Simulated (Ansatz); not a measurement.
Energy difference R1 → P1 + P2, each structure at its B3LYP-D3(BJ)/def2-TZVP stationary point, reached from a drawn start (curvature not checked).
R1, F2Zr (SMILES [F][Zr][F]) (charge 0, multiplicity 1):
```xyz
3

Zr     0.004     0.005    -0.689
F      1.565    -0.006     0.353
F     -1.569     0.001     0.335
```
P1, FZr (SMILES [F][Zr]) (charge 0, multiplicity 2):
| atom | x (Å) | y (Å) | z (Å) |
|---|---|---|---|
| Zr | -0.0090 | -0.0181 | -0.9335 |
| F | 0.0090 | 0.0181 | 0.9335 |
P2: F atom, charge 0, multiplicity 2.

| level | reaction energy (eV) | cost |
|---|---|---|
| SVWN5/def2-TZVPP | 7.664 | ×0.4 |
| BLYP/def2-TZVPP | 6.581 | ×1 |
| revPBE/def2-TZVPP | 6.362 | ×1 |
| B97M-V/def2-TZVPP | 6.381 | ×3 |
| PBE0/def2-TZVPP | 6.241 | ×0.5 |
| CAM-B3LYP/def2-TZVPP | 6.448 | ×0.5 |
| wB97X-V/def2-TZVPP | 6.492 | ×1 |
| B2PLYP/def2-TZVPP | 6.397 | ×1 |
| MP2/def2-SVP | 6.498 | - |
| MP2/def2-QZVPP | 6.908 | - |
| SCS-MP2/def2-SVP | 6.359 | - |
| CCSD/def2-QZVPP | 6.327 | - |
| CCSD(T)/def2-SVP | 6.227 | ×0.5 |
| CCSD(T)/def2-QZVPP | 6.528 | ×4 |

P less R. No zero-point or thermal terms; singlets are restricted closed shells; open shells are unrestricted; no spin–orbit coupling. The spin states of the d-block species are the ones drawn and need not be the lowest.

Correlated levels freeze the cores.

Doubts at one or more of the structures used: a spin-contaminated determinant (SVWN5/def2-TZVPP, BLYP/def2-TZVPP, revPBE/def2-TZVPP, PBE0/def2-TZVPP, CAM-B3LYP/def2-TZVPP, B2PLYP/def2-TZVPP, MP2/def2-SVP, MP2/def2-QZVPP, SCS-MP2/def2-SVP, CCSD/def2-QZVPP, CCSD(T)/def2-SVP, CCSD(T)/def2-QZVPP); T1 above 0.05 (CCSD/def2-QZVPP, CCSD(T)/def2-SVP, CCSD(T)/def2-QZVPP).

Run with Ansatz (Gaussian orbitals). Each number belongs to the level named beside it. Elements past Kr take the def2 small-core potentials, without spin–orbit coupling.

Costs are rough ratios of core time to PBE/def2-TZVPP (about 21 s over the structures, on one shared machine); a dash marks a level with no comparable run of its own.

Ansatz is a program for electronic structure.
